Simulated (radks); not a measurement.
Task: Species: the erbium ion Er2+. Configuration: [Xe] 4f12. All-electron calculation, Dirac Kohn-Sham, PBE, spin-unpolarised, spherical densities, point nucleus; open shells fill j = l - 1/2 first. Program: a radial shooting solver on a logarithmic mesh with Libxc functionals. Some entries of the table are withheld. Estimate them.

orbital,occ.,eigenvalue (eV),<1/r> (bohr^-1)
1s1/2,2,-57323.17,77.59
2s1/2,2,-9636.131,18.66
2p1/2,2,-9178.000,18.63
2p3/2,4,-8261.053,16.15
3s1/2,2,-2169.872,6.828
3p1/2,2,-1969.045,(1)
3p3/2,4,-1776.453,(2)
3d3/2,4,-1433.384,5.995
3d5/2,6,-1391.297,5.841
4s1/2,2,-439.3750,2.855
4p1/2,2,-359.1524,(3)
4p3/2,4,-315.8406,(4)
4d3/2,4,-183.9261,(5)
4d5/2,6,-176.0593,(6)
5s1/2,2,-66.1893,1.064
5p1/2,2,-44.5816,0.9329
5p3/2,4,-39.1929,0.8564
4f5/2,6,-17.9614,1.662
4f7/2,6,-16.8769,1.633

Result: 
(1) 3p1/2 <1/r> (bohr^-1): 6.742
(2) 3p3/2 <1/r> (bohr^-1): 6.110
(3) 4p1/2 <1/r> (bohr^-1): 2.745
(4) 4p3/2 <1/r> (bohr^-1): 2.527
(5) 4d3/2 <1/r> (bohr^-1): 2.305
(6) 4d5/2 <1/r> (bohr^-1): 2.251
